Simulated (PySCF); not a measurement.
Species: C₄H₉ClO₂Si.
Z-matrix (Å and degrees, GFN2-xTB geometry), rows numbered from 1:
```
O 
Si  1  1.6226
O   2  1.6297  1  106.93
C   2  1.9114  1  103.69  3  -117.55
Cl  4  1.7842  2  110.24  1   172.91
C   2  1.8850  1  113.11  3   123.17
C   6  1.5058  2  121.05  1  -169.16
C   7  1.4901  6   60.40  2   109.53
H   1  0.9541  2  120.09  3   -44.70
H   3  0.9536  2  120.29  1  -167.76
H   4  1.0868  2  111.85  1    54.59
H   4  1.0856  2  112.97  1   -68.15
H   6  1.0836  2  115.30  1    45.83
H   7  1.0792  6  118.55  8  -108.41
H   7  1.0795  6  117.98  8   108.73
H   8  1.0796  6  118.06  7   108.32
H   8  1.0797  6  118.15  7  -108.58
```

Computed at PBE0/pcSseg-1 (PySCF, non-relativistic), with Q(17O) = −0.0256 b, Q(35Cl) = −0.0817 b: O1, 17O (I = 5/2): χzz = -9.090 MHz, η = 0.501; O3, 17O (I = 5/2): χzz = -8.828 MHz, η = 0.541; Cl5, 35Cl (I = 3/2): χzz = -75.77 MHz, η = 0.040.

Question: Where would the pure quadrupole (NQR) lines of 17O at O1 fall for the rigid, isolated species?

Answer: From the eigenvalues of H = χ/[4I(2I − 1)] × [3Iz² − I(I + 1) + η(Ix² − Iy²)], steps between neighbouring levels, labelled as for η = 0: ±1/2↔±3/2 1.694 MHz, ±3/2↔±5/2 2.610 MHz (silanol oxygen).

Question: Where would the pure quadrupole (NQR) lines of 17O at O3 fall for the rigid, isolated species?

Answer: From the eigenvalues of H = χ/[4I(2I − 1)] × [3Iz² − I(I + 1) + η(Ix² − Iy²)], steps between neighbouring levels, labelled as for η = 0: ±1/2↔±3/2 1.693 MHz, ±3/2↔±5/2 2.519 MHz (silanol oxygen).

Question: Find the zero-field quadrupole resonance frequencies of 35Cl at Cl5.

Answer: From ν = (|χ|/2)√(1 + η²/3): ν = 37.89 MHz (alkyl chlorine). For 37Cl the ratio of quadrupole moments, 0.7881, gives 29.86 MHz.

Question: Apply the simplest Townes–Dailey estimate (no s hybridisation, no π bonding), ionic character = 1 − χzz/χ0, where χ0 is the coupling for one missing p electron along the bond: −109.74 MHz for 35Cl.

Answer: Cl5 on C4: 1 − (-75.77)/(-109.74) = 0.31. In this model a purely covalent bond gives χ0 and a free halide ion gives zero; s hybridisation or π bonding, where present, is counted here as ionic character.

In a crystal, neighbours and librations shift these lines. GFN2-xTB bond lengths can be off by several hundredths of an ångström, more for odd bonds, and the gradients follow them. The basis is small and wasn't made for field gradients, so the couplings can be 20 % off.

One conformer stands for the species.
